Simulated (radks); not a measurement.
Values are calculated unless marked as measured or tabulated.
Question: All-electron atom: Nb+ in [Kr] 4d4 (the NIST ground configuration). Code: a radial shooting solver on a logarithmic mesh with Libxc functionals. Model: scalar-relativistic Kohn-Sham, SCAN, spin-polarised, spherical densities, finite nucleus; open shells are filled with parallel spins first (spin-orbit coupling, left out, can overturn this in heavy ions); meta-GGA in the generalised Kohn-Sham scheme; Fermi nuclear charge, rms radius 4.324 fm. Some entries of the table are withheld. Estimate them.

orbital  occ.  eigenvalue (eV)  r(max) (bohr)  <r^2> (bohr^2)
1s down     1        -18856.43        0.02349        0.001758
1s up       1        -18856.40        0.02349        0.001758
2s up       1        -2655.669         0.1330         0.02941
2s down     1        -2655.253         0.1330         0.02940
2p up       3        -2368.816         0.1065         0.02319
2p down     3        -2368.508         0.1065         0.02319
3s up       1        -453.4148         0.3949          0.2239
3s down     1        -453.2458         0.3950          0.2240
3p up       3        -358.6798         0.3891          0.2307
3p down     3        -358.4700         0.3892          0.2307
3d up       5        -204.7310         0.3353          0.2261
3d down     5        -204.3428         0.3355          0.2260
4s up       1         -67.3036          1.040             (1)
4s down     1         -64.8354          1.030             (2)
4p up       3              (3)          1.132           1.978
4p down     3              (4)          1.118           1.923
4d up       4         -10.2062          1.488           4.962

Answer: 
(1) 4s up <r^2> (bohr^2): 1.552
(2) 4s down <r^2> (bohr^2): 1.522
(3) 4p up eigenvalue (eV): -42.9141
(4) 4p down eigenvalue (eV): -39.9998
